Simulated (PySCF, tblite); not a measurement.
Compound: C6H8FPSi.
Z-matrix (Å and degrees, GFN2-xTB geometry), rows numbered from 1:
```
F 
C   1  1.3504
C   2  1.3838  1  118.93
C   3  1.3841  2  118.26  1   179.82
C   4  1.3829  3  120.64  2     0.42
C   5  1.3916  4  120.53  3     0.08
P   6  1.8186  5  122.48  4  -178.43
Si  7  2.2422  6   97.81  5  -104.89
C   2  1.3794  1  118.89  3   179.99
H   3  1.0783  2  120.05  1     0.05
H   4  1.0797  3  119.58  2  -179.65
H   5  1.0807  4  119.85  3  -179.79
H   7  1.3911  6   95.87  5    -8.22
H   8  1.4649  7  113.19  6    46.36
H   8  1.4618  7  105.97  6   167.05
H   8  1.4626  7  106.74  6   -74.15
H   9  1.0801  2  120.04  1    -0.65
```

Theory: PBE0/pcSseg-1 in PySCF (dipole) on a GFN2-xTB geometry, gas phase.

Take the most abundant isotopes and a rigid rotor. The values belong to one conformer with, in the numbering `[F:1][c:2]1[cH:3][cH:4][cH:5][c:6]([PH:7][SiH3:8])[cH:9]1`, C5–C6–P7–Si8 -105°.

Problem. What are A, B and C (MHz)?

Solution. Ia = 246.07, Ib = 738.04, Ic = 854.93 u·Å²; 505379 MHz·u·Å²/I gives A = 2054, B = 684.8, C = 591.1 MHz.

Problem. What kind of rotor is it?

Solution. An asymmetric top. Ray's parameter κ = (2B − A − C)/(A − C) = -0.872; −1 is the prolate and +1 the oblate limit.

Problem. Is it planar, by Δ = Ic − Ia − Ib?

Solution. Not planar: Δ = Ic − Ia − Ib = -129.19 u·Å². For a rigid frame Δ = −2 Σ m c², so Σ m c² = 64.59 u·Å² lies off the ab plane: 8.14 from hydrogen and 56.45 from heavier atoms. The atom farthest from that plane is 2.12 Å away.

Problem. Give the coordinates in the principal-axis frame, origin at the centre of mass.

Solution. The sense of each axis is arbitrary; atoms in the order of the calculation.
| atom | mass (u) | a (Å) | b (Å) | c (Å) |
| --- | --- | --- | --- | --- |
| F1 | 18.998 | -2.756 | 1.676 | -0.180 |
| C2 | 12.000 | -1.981 | 0.576 | -0.060 |
| C3 | 12.000 | -2.534 | -0.578 | 0.468 |
| C4 | 12.000 | -1.729 | -1.698 | 0.581 |
| C5 | 12.000 | -0.405 | -1.657 | 0.183 |
| C6 | 12.000 | 0.142 | -0.487 | -0.336 |
| P7 | 30.974 | 1.863 | -0.385 | -0.913 |
| Si8 | 27.977 | 2.699 | 0.762 | 0.823 |
| C9 | 12.000 | -0.665 | 0.640 | -0.468 |
| H10 | 1.008 | -3.567 | -0.590 | 0.775 |
| H11 | 1.008 | -2.140 | -2.611 | 0.984 |
| H12 | 1.008 | 0.212 | -2.540 | 0.274 |
| H13 | 1.008 | 2.243 | -1.640 | -0.447 |
| H14 | 1.008 | 2.276 | 0.233 | 2.122 |
| H15 | 1.008 | 4.153 | 0.678 | 0.697 |
| H16 | 1.008 | 2.231 | 2.140 | 0.682 |
| H17 | 1.008 | -0.272 | 1.556 | -0.885 |

Problem. List the rotational levels J(Ka,Kc) to J = 3 (MHz).

Solution. Above 0(0,0):
J = 1: 1(0,1) 1276, 1(1,1) 2645, 1(1,0) 2739
J = 2: 2(0,2) 3823, 2(1,2) 5103, 2(1,1) 5384, 2(2,1) 9491, 2(2,0) 9496
J = 3: 3(0,3) 7632, 3(1,3) 8788, 3(1,2) 9349, 3(2,2) 13319, 3(2,1) 13342, 3(3,1) 20401, 3(3,0) 20401

Problem. Which lines would a microwave search look for?

Solution. The dipole components are |μa| = 0.48 D, |μb| = 1.51 D, |μc| = 1.21 D. The squared components, which scale the intensities, stand as 0.10 : 1.00 : 0.65 (a : b : c). Some lines, for components of 0.1 D or more:

```tsv
type	branch	J(Ka,Kc)	MHz	lower level (cm⁻¹)
a	Q	4(1,3) ← 4(1,4)	935	0.457
b	R	2(0,2) ← 1(1,1)	1178	0.088
a	R	1(0,1) ← 0(0,0)	1276	0.000
a	R	2(1,1) ← 1(1,0)	2645	0.091
c	R	1(1,0) ← 0(0,0)	2739	0.000
b	R	2(1,2) ← 1(0,1)	3827	0.043
a	R	3(2,2) ← 2(2,1)	3828	0.317
a	R	3(2,1) ← 2(2,0)	3846	0.317
b	R	4(0,4) ← 3(1,3)	3903	0.293
b	Q	3(2,2) ← 3(1,3)	4531	0.293
a	R	4(3,1) ← 3(3,0)	5113	0.681
a	R	5(4,1) ← 4(4,0)	6390	1.181
b	R	2(2,1) ← 1(1,0)	6753	0.091
b	Q	4(3,1) ← 4(2,2)	7027	0.617
c	R	3(2,1) ← 2(1,1)	7958	0.180
b	R	4(2,3) ← 3(1,2)	9070	0.312
b	R	3(3,1) ← 2(2,0)	10905	0.317
b	R	5(2,3) ← 4(1,4)	11251	0.457
b	R	4(3,2) ← 3(2,1)	12171	0.445
c	R	4(3,1) ← 3(2,1)	12172	0.445
b	R	4(3,1) ← 3(2,2)	12196	0.444
c	Q	5(5,1) ← 5(4,1)	12733	1.394
c	R	5(4,1) ← 4(3,1)	16292	0.851
```

Problem. Estimate the classical rotational partition function at 50 K, 200 K and 298.15 K.

Solution. Point group C1, symmetry number σ = 1; q = (√π/σ)·√((kT/h)³/(ABC)), k/h = 20836.6 MHz/K: 65400 at 50 K, 523000 at 200 K, 952000 at 298.15 K.

Its GFN2-xTB frequencies are all real (lowest 32 cm⁻¹). These are rigid-rotor constants of the computed structure; measured ground-state constants (B0) also hold zero-point vibration. A rigid rotor knows nothing of internal rotation, which can split or shift real lines.

On one thread of an Arm Neoverse V1, no GPU (shared host), this took 43 s wall and 0.91 GiB of memory at its peak. This is the PBE0/pcSseg-1 job that gave the dipole, with the shieldings it also computed.
